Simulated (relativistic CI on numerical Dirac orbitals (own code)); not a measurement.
Spin-allowed bands of a d8 ion in a tetrahedral site, by hand

Problem. Take Δ = 8350 cm⁻¹ and B = 710 cm⁻¹ for a d8 ion in a tetrahedral site. Calculate the three spin-allowed bands.

Working.
1. The terms of highest spin are 3F (energy 0) and 3P (15B = 10650 cm⁻¹). Here the F term splits into A2 at +1.2Δ = 10020, T2 at +0.2Δ = 1670 and T1 at −0.6Δ = -5010 cm⁻¹.
2. The two T1 states mix through the element 0.4Δ: H = [[-5010, 3340], [3340, 10650]], with roots ½(H₁₁ + H₂₂) ∓ ½√[(H₂₂ − H₁₁)² + 4H₁₂²] = ½(5640) ∓ ½(17025) = -5693 and 11333 cm⁻¹.
3. The ground term is 3T1 at -5693 cm⁻¹.
4. Bands: 3T2 7363 cm⁻¹ (1358 nm), 3A2 15713 cm⁻¹ (636 nm), 3T1(P) 17025 cm⁻¹ (587 nm).

Check. Exact diagonalisation of the whole d8 shell with these parameters gives 3T2 7363, 3A2 15713, 3T1 17025 cm⁻¹. The match is exact, since without spin-orbit coupling no other term has this spin. The ratio of the second band to the first, 2.134, depends on Δ/B = 11.8 alone, which is how a Tanabe-Sugano diagram is read.
